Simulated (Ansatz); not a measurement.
Ideal-gas functions of ClF₂GeH, SMILES `[F][GeH]([F])[Cl]` at 298.15 K and 1 bar, from an Ansatz frequency run at PBE0-D4/def2-TZVP.

Molar mass 147.07 g/mol, point group Cs (symmetry number 1), electronic degeneracy 1, moments of inertia 89.189, 173.92, 225.566 u Å². Harmonic wavenumbers (cm⁻¹, unscaled): 178, 215, 254, 461, 702, 705, 741, 752, 2249.

Use S(trans) = R[1.5 ln M + 2.5 ln T − 1.1517]; rotational temperatures θ = 24.2544 K / I; S(rot) = R[ln(√π/σ · √(T³/θAθBθC)) + 1.5]; for each mode x = 1.438777 ν̃/T, S = R[x/(eˣ − 1) − ln(1 − e⁻ˣ)] and H = RT x/(eˣ − 1); 1 cm⁻¹ = 0.0119627 kJ/mol; R = 8.31446 J/(mol·K).

**Question.** By hand: the entropy, in J/(mol·K).

**Answer.** Translation 171.1. Rotation: θ = 0.2719, 0.1395, 0.1075 K, giving 111.2. Vibration, mode by mode: 9.83, 8.37, 7.12, 3.19, 1.27, 1.26, 1.09, 1.05, 0.00, in all 33.2. Electronic 0.0. Sum 315.5 J/(mol·K).

**Question.** By hand: H − E and G − E in kJ/mol, counted from the electronic energy.

**Answer.** Zero-point energy ½ × 6257 × 0.0119627 = 37.4; thermal vibration 6.0; translation, rotation and pV give 4 RT = 9.9. H − E = 53.3 kJ/mol, and G − E = 53.3 − 298.15 × 315.5/1000 = -40.8 kJ/mol.

Vibration gives 11 % of the entropy.
